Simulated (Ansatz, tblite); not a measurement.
Removing an electron: Pb3⁻ (the lowest doublet isomer of a short search). The state is a doublet with charge -1. Geometry: PBE0-D4/def2-SVPD. Ansatz, gas phase; energy differences of separate SCF runs; the oxidised species is a triplet (the singlet lies 0.44 eV higher at PBE0-D4/def2-TZVPD).

Cartesian coordinates in Å:
```
Pb 1.0376 0.9611 -1.0505
Pb 0.5988 -1.4126 0.5832
Pb -1.6364 0.4516 0.4673
```

In the def2 sets Pb takes a core potential; there is no spin–orbit coupling. The xTB rows come from tblite. The structure comes from a short search, and lower isomers may exist.

```
             level  −HOMO (eV)  vertical IE (eV)  −LUMO (eV)  HOMO–LUMO gap (eV)                       remarks
 PBE-D4/def2-TZVPD       -0.18              1.88       -0.47                0.29  HOMO above zero (-1 doublet)
PBE0-D4/def2-TZVPD        0.46              1.87       -1.11                1.57                             –
```

Question: Estimate the rows for GFN2-xTB, r2SCAN-D4/def2-TZVPD.

Answer: 
```csv
level,−HOMO (eV),vertical IE (eV),−LUMO (eV),HOMO–LUMO gap (eV),remarks
GFN2-xTB,–,4.69,–,–,–
r2SCAN-D4/def2-TZVPD,-0.03,1.86,-0.70,0.67,HOMO above zero (-1 doublet)
```

  A HOMO above zero means that the electron is unbound at that level or that self-interaction error raises the level; the energy of removing that electron tells which. HOMO and LUMO are the levels of the spin that leaves or enters (xTB has no such levels and no spin-polarisation term). Other spin states of the ions may lie lower, which would lower the ionisation energy or raise the affinity. Raw xTB energy differences between charge states are shifted by several eV; the methods need an empirical correction for them.
